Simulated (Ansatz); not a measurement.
Consider the isomerisation: `CCCO[SiH3]` → `C[Si](C)(C)O`.

Calculated with Ansatz (gas phase, PBE0-D4/def2-TZVP geometries, no zero-point term in ΔE). CCSD(T)/CBS is the MP2 limit (def2-TZVPP, def2-QZVPP) plus CCSD(T) − MP2 in def2-TZVPP, frozen cores. Functionals use def2-TZVPP. One conformer a species, not always the lowest.

```
             level  ΔE (kcal/mol)
            PBE-D4          -44.6
         r2SCAN-D4          -46.2
           ωB97X-V          -42.3
SCS-MP2/def2-TZVPP          -42.1
    MP2/def2-QZVPP          -46.4
SCS-MP2/def2-QZVPP          -42.9
     MP2/CBS(def2)          -47.1
    CCSD/CBS(def2)          -44.1
```

What does CCSD(T)/CBS give? (Estimate.)

Ansatz gave: -44.6 kcal/mol. The listed levels differ from it by 0.0, -1.6, 2.3, 2.5, -1.8, 1.7, -2.5, 0.5 kcal/mol.

Largest T1 diagnostic among the species: 0.010.

In def2-TZVPP, CCSD(T) changes the Hartree–Fock value by −5.9 kcal/mol (the triples alone add −0.5 kcal/mol) and MP2 by −8.3 kcal/mol. The D4 term adds −1.3 kcal/mol with B3LYP and −0.7 kcal/mol with PBE0; it sums over pairs of atoms, weighted by their polarisabilities, and B3LYP, whose exchange is more repulsive, gets the larger term.

B3LYP here is the variant with VWN-RPA as its local correlation; programs differ in this.
